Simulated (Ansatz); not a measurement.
F2H4SSi2, SMILES `F[SiH2]S[SiH2]F` at its PBE0-D4/def2-TZVP geometry, where that method's forces vanish. The species carries charge 0 and has multiplicity 1.

```json
{"atom": "F1", "x (Å)": "0.964", "y (Å)": "-1.943", "z (Å)": "-1.217"}
{"atom": "Si2", "x (Å)": "0.361", "y (Å)": "-0.490", "z (Å)": "-1.483"}
{"atom": "S3", "x (Å)": "1.136", "y (Å)": "0.909", "z (Å)": "-0.086"}
{"atom": "Si4", "x (Å)": "-0.263", "y (Å)": "0.568", "z (Å)": "1.475"}
{"atom": "F5", "x (Å)": "-1.569", "y (Å)": "1.459", "z (Å)": "1.263"}
{"atom": "H6", "x (Å)": "-1.109", "y (Å)": "-0.595", "z (Å)": "-1.354"}
{"atom": "H7", "x (Å)": "0.796", "y (Å)": "-0.054", "z (Å)": "-2.825"}
{"atom": "H8", "x (Å)": "0.378", "y (Å)": "0.992", "z (Å)": "2.737"}
{"atom": "H9", "x (Å)": "-0.694", "y (Å)": "-0.847", "z (Å)": "1.489"}
```

(1) For each bond, give half the difference of the two atoms' forces along it (eV/Å; positive pushes the atoms apart) under PBE-D4, r2SCAN-D4, B3LYP-D4, ωB97M-V in def2-TZVPP. (An estimate is asked.)

## Answers

(1) Ansatz gave: 
| bond | length (Å) | PBE-D4 | r2SCAN-D4 | B3LYP-D4 | ωB97M-V |
| --- | --- | --- | --- | --- | --- |
| F1–Si2 | 1.595 | 0.53 | 0.04 | 0.21 | 0.18 |
| Si2–S3 | 2.124 | 0.06 | 0.04 | 0.14 | 0.04 |
| Si2–H6 | 1.479 | 0.01 | -0.03 | -0.12 | -0.16 |
| Si2–H7 | 1.477 | 0.03 | -0.03 | -0.17 | -0.18 |
| S3–Si4 | 2.124 | 0.06 | 0.04 | 0.14 | 0.04 |
| Si4–F5 | 1.595 | 0.53 | 0.04 | 0.21 | 0.18 |
| Si4–H8 | 1.477 | 0.03 | -0.03 | -0.17 | -0.18 |
| Si4–H9 | 1.479 | 0.01 | -0.03 | -0.12 | -0.16 |

B3LYP here is the variant with VWN-RPA as its local correlation; programs differ in this.
